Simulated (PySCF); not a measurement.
`InChI=1S/C5H12OSSi/c1-5(2)4-6-8-7-3/h4H,8H2,1-3H3`

Molfile (atoms numbered from 1):
```
C5H12OSSi
     RDKit          3D

 20 19  0  0  0  0  0  0  0  0999 V2000
    4.5266    0.0414   -0.3540 C   0  0  0  0  0  0  0  0  0  0  0  0
    2.9495    0.8818   -0.6869 S   0  0  0  0  0  0  0  0  0  0  0  0
    1.6627   -0.6862   -0.0509 Si  0  0  0  0  0  4  0  0  0  0  0  0
    0.2085   -0.0313   -0.2501 O   0  0  0  0  0  0  0  0  0  0  0  0
   -1.0216   -0.5817   -0.0738 C   0  0  0  0  0  0  0  0  0  0  0  0
   -2.1371    0.1370   -0.1023 C   0  0  0  0  0  0  0  0  0  0  0  0
   -2.1288    1.6193   -0.3152 C   0  0  0  0  0  0  0  0  0  0  0  0
   -3.4780   -0.5034    0.0804 C   0  0  0  0  0  0  0  0  0  0  0  0
    4.5538   -0.9076   -0.8793 H   0  0  0  0  0  0  0  0  0  0  0  0
    4.6382   -0.1164    0.7139 H   0  0  0  0  0  0  0  0  0  0  0  0
    5.3167    0.6896   -0.7172 H   0  0  0  0  0  0  0  0  0  0  0  0
    1.8739   -1.8650   -0.8916 H   0  0  0  0  0  0  0  0  0  0  0  0
    1.9337   -1.0229    1.3466 H   0  0  0  0  0  0  0  0  0  0  0  0
   -1.0304   -1.6518    0.0884 H   0  0  0  0  0  0  0  0  0  0  0  0
   -2.5935    2.1223    0.5323 H   0  0  0  0  0  0  0  0  0  0  0  0
   -2.6963    1.8746   -1.2095 H   0  0  0  0  0  0  0  0  0  0  0  0
   -1.1115    1.9813   -0.4284 H   0  0  0  0  0  0  0  0  0  0  0  0
   -4.0991   -0.3272   -0.7969 H   0  0  0  0  0  0  0  0  0  0  0  0
   -3.3845   -1.5749    0.2332 H   0  0  0  0  0  0  0  0  0  0  0  0
   -3.9879   -0.0681    0.9388 H   0  0  0  0  0  0  0  0  0  0  0  0
  1  2  1  0
  2  3  1  0
  3  4  1  0
  4  5  1  0
  5  6  2  3
  6  7  1  0
  6  8  1  0
  1  9  1  0
  1 10  1  0
  1 11  1  0
  3 12  1  0
  3 13  1  0
  5 14  1  0
  7 15  1  0
  7 16  1  0
  7 17  1  0
  8 18  1  0
  8 19  1  0
  8 20  1  0
M  END
```

Level of theory: PySCF 2.14.0, GIAO PBE/pcSseg-1 magnetisability, rotational g tensor and spin-rotation constants, non-relativistic, gas phase. Geometry: GFN2-xTB.

**Question.** How diamagnetic is it, and how anisotropic?

**Answer.** Isotropic -1580 × 10⁻³⁰ J/T², or -95.1 × 10⁻⁶ cm³/mol; principal values -1661, -1614, -1464 × 10⁻³⁰ J/T², anisotropy 178 × 10⁻³⁰ J/T² (root of half the summed squared differences of the principal values). The susceptibility is in cgs units.

**Question.** Split it along the inertial axes a, b, c into diamagnetic and paramagnetic parts about the centre of mass, with the quadrupole moment.

**Answer.** 
| axis | χ (10⁻⁶ cm³/mol) | diamagnetic (10⁻⁶ cm³/mol) | paramagnetic (10⁻⁶ cm³/mol) | summed x² of all electrons (Å²) | quadrupole Θ (D Å) |
| --- | --- | --- | --- | --- | --- |
| a | -96.6 | -423.2 | 326.6 | 559.7 | +11.87 |
| b | -89.7 | -2469.7 | 2380.0 | 77.3 | -3.88 |
| c | -99.1 | -2702.4 | 2603.3 | 22.5 | -7.99 |

Anisotropies 2χaa − χbb − χcc = -4.3 and 2χbb − χaa − χcc = +16.2 × 10⁻⁶ cm³/mol. Θ is traceless in Buckingham's convention.

**Question.** And the rotational g tensor?

**Answer.** 
```
axis  rotational constant (GHz)        g  nuclear part  electronic part
   a                     4.5136  -0.0459        0.6467          -0.6926
   b                     0.5248  -0.0047        0.5821          -0.5868
   c                     0.4780  -0.0017        0.5829          -0.5846
```
Asymmetric top; isotopes 12C, 1H, 16O, 32S, 28Si; no vibrational averaging.
